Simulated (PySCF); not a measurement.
**Identify the compound**

An unknown has the formula C8H13F3. Its calculated NMR data are:

$^{1}$H NMR (600 MHz, computed): δ 1.61 (m, 1H), 1.55 (m, 2H), 1.51 (m, 1H), 1.51 (m, 2H), 1.47 (m, 2H), 1.42 (m, 2H), 1.06 (d, J = 8.2 Hz, 3H).

$^{13}$C{$^{1}$H} NMR (computed): δ 135.7 (C, q, J = 341.1 Hz), 46.2 (CH, q, J = 27.8 Hz), 34.1 (CH2, 2C), 30.4 (CH), 22.0 (CH2, q, J = 2.0 Hz, 2C), 19.0 (CH3).

- shielding tensors at B3LYP/pcSseg-1 (GIAO)
- J couplings at B3LYP/pcJ-1 (spin–dipole term only in couplings to heteroatoms)
- structure optimised with PBE0-D3(BJ)/def2-SVP
- run in PySCF 2.14.0 with density-fitted response routines
- isolated molecule, no relativistic terms, a single conformation, fast rotation and ring inversion assumed for equivalent nuclei

δ = σ(ref) − σ, references computed at the same level: $^{1}$H (σref 31.38) and $^{13}$C (σref 179.24) against TMS.

Q: Propose a structure and justify it.

A: 
The formula gives 1 degree of unsaturation (1 ring in the answer). 6 carbon signals for 8 carbons: some carbons are equivalent by symmetry or fast rotation. Carbon types of the structure: 1 × C, 2 × CH, 4 × CH2, 1 × CH3, which accounts for all hydrogens. δC 135.7: CF3 carbon; 3 electronegative neighbours deshield it. δC 46.2, 30.4: sp3 CH in a ring; aliphatic region, no heteroatom directly attached. δC 34.1, 22.0: sp3 CH2 in a ring; a saturated carbon with 2 carbon neighbours and no heteroatom attached. δC 19.0: methyl carbon; a saturated carbon with 1 carbon neighbour and no heteroatom attached. δH 1.61, 1.51: hydrogen on an sp3 CH in a ring. δH 1.55, 1.51, 1.47, 1.42: hydrogen on an sp3 CH2 in a ring; far from electronegative atoms and π systems. δH 1.06: hydrogen on a methyl carbon; far from electronegative atoms and π systems.

These data were computed for `C[C@H]1CC[C@@H](C(F)(F)F)CC1`.

The data come from this structure; uniqueness wasn't tested.

C–F couplings over four or more bonds (about 3 Hz to the para carbon of a fluoroarene) are left out. Common functionals overestimate the size of one-bond C–F couplings by tens of Hz; these are unscaled. Splittings below 1 Hz are ignored in the labels, and close J values are merged. Couplings among chemically equivalent protons are left out too, so labels in AA′BB′ or AA′XX′ sets are apparent multiplicities. Unscaled 3J(H,H) at this level run about 10 % above measured values. Shifts are as computed. Against solution values, carbons near 30 ppm lie about +2 ppm off and those near 130 ppm about +6 ppm. Of 1313 compounds with measured shifts, 239 miss one by over three times the rms of a fit or turn the order of signals round; such compounds aren't used in these exercises.
